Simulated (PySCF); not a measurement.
Geometry (Å), atoms numbered from 1 in this order:
```xyz
19

C     2.164    0.303   -0.611
C     1.825   -1.151   -0.318
P     0.055   -1.469    0.187
C    -0.124   -0.198    1.467
C    -1.159    0.628    1.520
C    -2.255    0.666    0.497
C    -1.781    0.304   -0.878
C    -0.797   -0.550   -1.123
H     1.555    0.684   -1.428
H     3.213    0.395   -0.891
H     1.984    0.926    0.262
H     2.453   -1.534    0.492
H     2.015   -1.773   -1.197
H     0.634   -0.199    2.241
H    -1.250    1.343    2.328
H    -3.044   -0.035    0.797
H    -2.706    1.662    0.480
H    -2.291    0.800   -1.694
H    -0.503   -0.792   -2.137
```

Relativity neglected, no solvent model, fast rotation and ring inversion assumed for equivalent nuclei, a single conformation. GFN2-xTB geometry; NMR shieldings at PBE0/pcSseg-1/GIAO; PySCF.

Chemical shifts δ = σref − σ; TMS for ¹³C (186.93 ppm), ¹H (31.72 ppm); ³¹P (318.38 ppm) against H3PO4, all at this level.

```
     atoms  nucleus  count  δ (ppm)
        C2      ¹³C      1     23.0
        C1      ¹³C      1        ?
   H14/H19       ¹H      2     6.23
   H15/H18       ¹H      2     6.56
   H12/H13       ¹H      2     1.55
     C5/C7      ¹³C      2    137.2
        C6      ¹³C      1        ?
        P3      ³¹P      1    -67.1
   H16/H17       ¹H      2     2.93
H9/H10/H11       ¹H      3     1.03
     C4/C8      ¹³C      2        ?
```

Task: Complete the table.

Result: 
- C4/C8: 135.1 ppm, alkene CH; an sp2 carbon of a C=C bond
- C6: 33.1 ppm, allylic sp3 CH2; a saturated carbon with 2 carbon neighbours and no heteroatom attached
- C1: 12.4 ppm, methyl carbon; a saturated carbon with 1 carbon neighbour and no heteroatom attached

Shifts are as computed. Against solution values, carbons near 30 ppm lie about +3 ppm off and those near 130 ppm about +5 ppm. Of 1211 compounds with measured shifts, 218 miss one by over three times the rms of a fit or turn the order of signals round; such compounds aren't used in these exercises. Experimental scales use liquid or dissolved standards, which lie at an offset from isolated H3PO4.
